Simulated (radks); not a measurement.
Sb33+, 18 electrons, occupied as [Ar].

Calculated with a radial shooting solver on a logarithmic mesh with Libxc functionals: Dirac Kohn-Sham, PBE, spin-unpolarised, spherical densities, finite nucleus; Fermi nuclear charge, rms radius 4.6802 fm.

Energy parts (hartree):
part                        energy
total                  -5664.21253
kinetic                 6020.55666
electron-nucleus      -12514.74244
Hartree                  942.74527
exchange-correlation    -112.77201

Orbitals (lengths in bohr, moments of r in powers of bohr; <r^-3> diverges for s and p1/2):
\begin{tabular}{lrrrrrr}
orbital & occ. & eigenvalue (hartree) & <r^-3> & <1/r> & <r^2> & <r^4> \\ \hline
1s1/2 & 2 & -1176.368 & - & 54.32 & 0.001094 & 3.126e-06 \\
2s1/2 & 2 & -231.4549 & - & 12.75 & 0.01729 & 0.0005105 \\
2p1/2 & 2 & -221.0967 & - & 12.70 & 0.01281 & 0.0003262 \\
2p3/2 & 4 & -211.6949 & 4673 & 11.80 & 0.01404 & 0.0003834 \\
3s1/2 & 2 & -85.27823 & - & 4.998 & 0.1033 & 0.01569 \\
3p1/2 & 2 & -81.43912 & - & 4.931 & 0.09563 & 0.01398 \\
3p3/2 & 4 & -79.22937 & 1124 & 4.703 & 0.1011 & 0.01555 \\
\end{tabular}

The highest occupied level is 3p3/2 at -2155.9 eV. Summed over all electrons, <r^2> = 0.9209 bohr^2, which gives a Langevin (diamagnetic) susceptibility term of -0.729 x 10^-6 cm^3/mol. The density falls to 0.001 e/bohr^3 at r = 0.87 bohr. The electron density at the nucleus is 2.094e+05 e/bohr^3.
